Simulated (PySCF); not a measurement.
**How methods differ on the ionisation energy of Mg⁺**

Mg⁺ [Ne] 3s1 (2S) → Mg²⁺ [Ne] (1S), as a difference of total energies. All numbers are calculated (PySCF 2.14, scalar relativity by spin-free X2C-1e, in cc-pVTZ-DK). The calculations carry no spin-orbit coupling.

```tsv
method	ionisation energy (eV)
UHF	14.745
M06-L	14.285
TPSS	15.104
```

For comparison: 15.035 eV (measured; NIST Atomic Spectra Database, ionization energies).
